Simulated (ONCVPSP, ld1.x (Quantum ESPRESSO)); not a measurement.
## Pseudopotentials across the periodic table

Generated with ld1.x 7.5 (TM, RRKJ, ultrasoft, PAW), atompaw 4.2 or ONCVPSP 4.0.1. The cutoff is in Ry: for ld1.x and atompaw files where the sum of valence levels is converged to 10 mRy in a Bessel basis, for ONCV files where the hardest occupied wave has 1 mHa per electron of residual kinetic energy. The error is the largest all-electron minus pseudo excitation energy over each file’s own four to seven test configurations (ionisations up to +4, promotions, holes and added fractions of an electron), all of which were solved. The labels leave out finer settings (local radius, basis sizes, second energies), which also bear on the numbers. Spin-polarised tests are not counted. The rows are a selection from randomly drawn settings: files with unsolved tests, undetermined cutoffs or missed reference levels are left out.

A true bound ghost makes a file unfit for plane-wave use even where its test errors are small: the radial tests pick states by their node count and pass the ghost by.

```csv
element,potential,cutoff (Ry),largest error (meV),bound ghosts
H,"PAW, LDA (PZ), scalar-relativistic, rc 0.85 (s), local smoothed, core correction no, reference 1s0.75",21,0.0,none
O,"TM semilocal, PW91, scalar-relativistic, rc 0.55/2.05/1.70 (spd), local d, core correction yes, reference 2s2 2p4",260,+6734,none
Mn,"ONCV, PBE, fully relativistic, rc 1.35/1.10/1.90 (spd), local smoothed, core correction yes, reference 3s2 3p6 3d5 4s2, qcut 7.2/11.5/9.1, projectors 2/3/3",92,+103,none
As,"ONCV, PBE, scalar-relativistic, rc 1.15/1.10/0.70 (spd), local d, core correction yes, reference 3s2 3p6 3d10 4s2 4p3, qcut 10.7/14.6/18.3, projectors 2/2/0",319,-452,none
Se,"TM, PBE, scalar-relativistic, rc 1.20/1.90/0.95 (spd), local d, core correction yes, reference 3d10 4s2 4p4",300,-536,"s, p"
In,"ultrasoft, PBE, scalar-relativistic, rc 2.30/3.05 (sp), local smoothed, core correction yes, reference 5s2 5p1",6,-214,none
Sn,"TM, PBE, scalar-relativistic, rc 1.95/2.20/2.00 (spd), local d, core correction yes, reference 5s1.75 5p2.25",21,-51,"s, p"
Ir,"ultrasoft, LDA (PZ), fully relativistic, rc 2.35/3.80/2.50 (spd), local smoothed, core correction yes, reference 5d7 6s2 6p0",18,-357,none
```

(1) Fill in the row for Ir: ONCV, PBEsol, scalar-relativistic, rc 1.85/1.85/1.85/2.30 (spdf), local d, core correction yes, reference 5s2 5p6 5d7 6s2, qcut 5/5.8/9.5/5.3, projectors 2/1/0/1.

Results:

(1) cutoff 37 Ry, largest error -45 meV, bound ghosts: none.
